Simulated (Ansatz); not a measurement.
A nudged elastic band was laid between two geometries of H3OSeSi (6 atoms, charge -1, multiplicity 1).

All numbers below come from Ansatz, RKS B3LYP-D4/def2-mTZVP.

```
movable images  : 5
climbing image  : yes
spring          : 5.0 eV/Å²
optimiser       : quadratic models (default)
start path      : IDPP
force threshold : 0.03 eV/Å
iteration limit : 60
end points      : relaxed
```

Image 0:

```xyz
6
Properties=species:S:1:pos:R:3
O 2.016 -1.077 1.235
Se 0.609 -1.643 0.352
Si -0.438 0.301 -0.267
H -1.691 0.014 -1.050
H 0.373 1.219 -1.135
H -0.869 1.187 0.865
```

Image 6:

```xyz
6
Properties=species:S:1:pos:R:3
O 0.923 -1.858 1.552
Se 1.459 -1.030 0.101
Si -0.259 0.428 -0.320
H -1.596 -0.212 -0.552
H 0.010 1.250 -1.552
H -0.537 1.422 0.770
```

(1) Which bonds break or form, and what moves?

(2) What energy profile does the band end with?

(3) What is the geometry of the highest image?

(4) What are the harmonic wavenumbers there?

The band took 6 iterations and of the order of 2 core-minutes.

Answers

(1) No bond is made or broken. The dihedral O1–Se2–Si3–H6 goes from -60 to 60°. The two ends are copies of one structure, up to a mirror image or an exchange of like atoms.

(2) The forces met the threshold. The highest image is number 3 of 0 to 6, 0.124 eV above the ends, which have the same energy within 2 meV. A vibrational analysis at the climbing image gives one clearly imaginary mode, 185i cm⁻¹: a first-order saddle point. Limits of this set-up: an anion without diffuse functions.

| image | path coordinate (Å) | energy (eV) | dihedral O1–Se2–Si3–H6 (°) |
| --- | --- | --- | --- |
| 0 | 0.00 | 0.000 | -60 |
| 1 | 0.39 | 0.024 | -43 |
| 2 | 0.78 | 0.085 | -23 |
| 3 | 1.17 | 0.124 | 0 |
| 4 | 1.57 | 0.085 | 23 |
| 5 | 1.96 | 0.024 | 43 |
| 6 | 2.35 | 0.000 | 60 |

(3) 
```xyz
6
Properties=species:S:1:pos:R:3:forces:R:3
O 1.571 -1.272 1.700 0.00 0.00 0.01
Se 1.063 -1.469 0.037 -0.01 0.00 -0.01
Si -0.372 0.318 -0.371 0.00 0.00 0.00
H -1.794 -0.006 -0.764 0.00 0.00 0.00
H 0.012 1.283 -1.468 0.00 0.00 0.00
H -0.480 1.145 0.866 0.00 0.00 0.00
```

(4) 185i, 180, 328, 507, 524, 686, 920, 923, 997, 2035, 2066, 2172 cm⁻¹.

The run took 2 min on 1 thread of Arm Neoverse V2 (shared host), peak memory 0.18 GiB.
